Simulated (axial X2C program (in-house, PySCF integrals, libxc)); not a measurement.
# Ω levels of IrBr⁺ from open-shell CI on d7 s0 p(π)0

Computed with an in-house all-electron X2C program for linear molecules (integrals from PySCF): two-component X2C with atomic mean-field Coulomb and Gaunt terms, basis Ir dyall-v3z, Br dyall-v3z (cores contracted in-house). Orbitals come from Hartree–Fock averaged over the configuration Ir d7 s0 p(π)0; CI then distributes these electrons over the d, s, p(π) shells of Ir.

R = 2.328 Å (near the minimum of the configuration average).

Lowest levels of this model:

```json
{"Ω": "9/2", "energy (cm⁻¹)": "0", "g∥": "11.88", "configuration": "100% d7"}
{"Ω": "7/2", "energy (cm⁻¹)": "1240", "g∥": "8.86", "configuration": "100% d7"}
{"Ω": "1/2", "energy (cm⁻¹)": "1336", "g∥": "1.36", "configuration": "100% d7"}
{"Ω": "3/2", "energy (cm⁻¹)": "1512", "g∥": "4.02", "configuration": "100% d7"}
{"Ω": "5/2", "energy (cm⁻¹)": "1687", "g∥": "6.50", "configuration": "100% d7"}
{"Ω": "7/2", "energy (cm⁻¹)": "6437", "g∥": "8.91", "configuration": "100% d7"}
{"Ω": "5/2", "energy (cm⁻¹)": "6813", "g∥": "5.34", "configuration": "100% d7"}
{"Ω": "3/2", "energy (cm⁻¹)": "7099", "g∥": "3.52", "configuration": "100% d7"}
{"Ω": "1/2", "energy (cm⁻¹)": "7593", "g∥": "1.47", "configuration": "100% d7"}
{"Ω": "3/2", "energy (cm⁻¹)": "7783", "g∥": "2.73", "configuration": "100% d7"}
{"Ω": "5/2", "energy (cm⁻¹)": "8424", "g∥": "6.12", "configuration": "100% d7"}
{"Ω": "3/2", "energy (cm⁻¹)": "9764", "g∥": "3.28", "configuration": "100% d7"}
{"Ω": "1/2", "energy (cm⁻¹)": "10358", "g∥": "0.77", "configuration": "100% d7"}
{"Ω": "1/2", "energy (cm⁻¹)": "11578", "g∥": "0.59", "configuration": "100% d7"}
{"Ω": "5/2", "energy (cm⁻¹)": "14456", "g∥": "6.00", "configuration": "100% d7"}
{"Ω": "7/2", "energy (cm⁻¹)": "14701", "g∥": "8.04", "configuration": "100% d7"}
{"Ω": "9/2", "energy (cm⁻¹)": "16905", "g∥": "9.89", "configuration": "100% d7"}
{"Ω": "7/2", "energy (cm⁻¹)": "22051", "g∥": "6.92", "configuration": "100% d7"}
{"Ω": "11/2", "energy (cm⁻¹)": "23878", "g∥": "12.00", "configuration": "100% d7"}
{"Ω": "9/2", "energy (cm⁻¹)": "24013", "g∥": "9.46", "configuration": "100% d7"}
```

g∥ is the magnitude of 2⟨Lz + ge Sz⟩ for the +Ω component.

From Ω and g∥ of the lowest level, whose 2⟨Lz + ge Sz⟩ is positive, find ⟨Sz⟩ and ⟨Lz⟩ (ge = 2.0023).

Ω = ⟨Lz⟩ + ⟨Sz⟩ = 9/2 and ⟨Lz⟩ + ge⟨Sz⟩ = 5.940, so ⟨Sz⟩ = 1.44 and ⟨Lz⟩ = 3.06.

Occupations of the active spinors in the lowest level by ω, shell by shell in order of energy: -5/2: 0.00; -3/2: 0.98 0.02 0.00; -1/2: 0.95 0.05 0.00 0.00; 1/2: 1.00 1.00 0.00 0.00; 3/2: 1.00 1.00 0.00; 5/2: 1.00. The leading determinant has weight 0.94 among 463.

This point took 4.5 s on 1 thread of Arm Neoverse V2, with other jobs on the host.

There is no dynamic correlation: spin–orbit spacings and, for f shells, spacings inside one term are the most reliable numbers, splittings between terms come out too wide, and energies between configurations are not reliable, so the lowest level need not be the ground state of the molecule. For d shells the ligand-field splittings (σ, π, δ) and their order can be off by a thousand cm⁻¹ or more. At most 4 roots were kept for each Ω > 0 (twice that for Ω = 0) within 3.2 eV of the lowest, so higher up levels can be missing between those listed; levels with Ω > 0 are doubly degenerate and listed once, Ω = 0 levels singly. Some active spinors are only partly of the character that their shell is named for, so the shell names and counts are nominal. States that fill the shells left empty in the average are placed too high.
